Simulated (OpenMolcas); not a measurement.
**Lines of As⁺: computed and rescaled rates**

```
Program             : OpenMolcas
Method              : SS-CASPT2, IPEA 0.25 Eh, imaginary shift 0.1 Eh (closed shells correlated: 3d 4s)
Basis               : ANO-RCC-VTZP [6s5p3d1f]
Scalar Hamiltonian  : DKH2, point nucleus
Active space        : 2 electrons in 3 orbitals (4p)
State averaging     : 2S+1 = 3 even, 3 roots; 2S+1 = 1 even, 6 roots
Spin-orbit coupling : state interaction with AMFI integrals over the reference wave functions, term energies averaged over their components
```

Rates come from the transition moments of the reference wave functions (E1 and E2 in the length form). At fixed line strength A goes as λ^-3 for E1 and M1 and as λ^-5 for E2, so a rate at the computed wavelength can be rescaled to the measured one. Measured vacuum wavelengths follow from level energies in NIST Handbook of Basic Atomic Spectroscopic Data. Branching counts decays inside the model space alone, at computed energies, and the table is only a selection of the E2 and M1 lines, drawn from those between levels with measured partners whose computed energy lies within a factor of 1.5 of the measured one.

| Upper | Lower | Type | λ computed (nm) | λ measured (nm) | A computed (s-1) | A rescaled (s-1) | Branching % |
| --- | --- | --- | --- | --- | --- | --- | --- |
| 4s2 4p2 1S0 | 4s2 4p2 3P1 | M1 | 452.9 | 464.4 | 4.79e+00 |  | 63.1 |
| 4s2 4p2 1S0 | 4s2 4p2 1D2 | E2 | 778.2 | 799.8 | 2.57e+00 | 2.24e+00 | 33.9 |
| 4s2 4p2 1D2 | 4s2 4p2 3P2 | M1 | 1270 | 1324 | 3.45e-01 |  | 64.2 |
| 4s2 4p2 1S0 | 4s2 4p2 3P2 | E2 | 482.5 | 498.6 | 2.27e-01 |  | 3.0 |
| 4s2 4p2 1D2 | 4s2 4p2 3P1 | M1 | 1083 | 1107 | 1.89e-01 |  | 35.1 |
| 4s2 4p2 3P2 | 4s2 4p2 3P1 | M1 | 7383 | 6767 | 3.31e-02 | 4.30e-02 | 99.9 |
| 4s2 4p2 3P1 | 4s2 4p2 3P0 | M1 | 10690 | 9403 | 1.47e-02 | 2.16e-02 | 100.0 |
| 4s2 4p2 1D2 | 4s2 4p2 3P2 | E2 | 1270 | 1324 | 3.01e-03 |  | 0.6 |

Spin-changing lines and M1 lines between different terms are not rescaled, since their strength hangs on the term gaps too.

The largest correction is for 4s2 4p2 3P1 → 4s2 4p2 3P0 (M1): 1.47e-02 × (10690 / 9403)^3 = 2.16e-02 s-1, a factor of 1.47.

No measured rate stands beside these. Rescaling mends the energy factor alone: line strengths can still be far off where a level mixes with configurations outside the active space, and weak or spin-changing lines hang on small mixing coefficients that depend on the term gaps too, so rescaling need not improve them.

CASPT2 breaks the degeneracy within a term, and the mean is taken; among the terms shown or strongly mixed into the levels shown the widest spread is 100 cm-1 (4s2 4p2 1D). With the s shell closed, the reference lacks s² → p² mixing. Measured partners are found by configuration, term and J. A level has none where our copy of the source lacks it or the pairing is in doubt (some pairs that miss far off the trend of their configuration count as doubtful). Only configurations of the active space appear.
